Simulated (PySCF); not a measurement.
[Pt(CO)], neutral singlet in the gas phase. 

Cartesian coordinates (Å):
```xyz
3

Pt     0.1360     0.2326     0.1142
O      1.4737     2.5794     1.2527
C      0.9420     1.6467     0.8002
```
Charge 0, spin multiplicity 1.

All levels are single points at this geometry (PBE-D3(BJ)/def2-SVP); Pople sets use spherical d functions. Orbital energies aren't observables, and empty levels follow the basis.

BP86/6-31G* (LANL2DZ on Pt) in PySCF gives gap (eV) = 2.38.

Problem. Estimate the gap (eV) from each of these levels: B3LYP-D3(BJ)/def2-TZVP in PySCF; PBE-D3(BJ)/def2-TZVP in PySCF; TPSSh-D3(BJ)/def2-TZVP in PySCF; B3LYP/6-31G* (LANL2DZ on Pt) in PySCF; PBE/6-31G* (LANL2DZ on Pt) in PySCF.

Solution. 
| level | gap (eV) |
|---|---|
| B3LYP-D3(BJ)/def2-TZVP in PySCF | 3.92 |
| PBE-D3(BJ)/def2-TZVP in PySCF | 2.34 |
| TPSSh-D3(BJ)/def2-TZVP in PySCF | 3.46 |
| B3LYP/6-31G* (LANL2DZ on Pt) in PySCF | 3.97 |
| PBE/6-31G* (LANL2DZ on Pt) in PySCF | 2.28 |
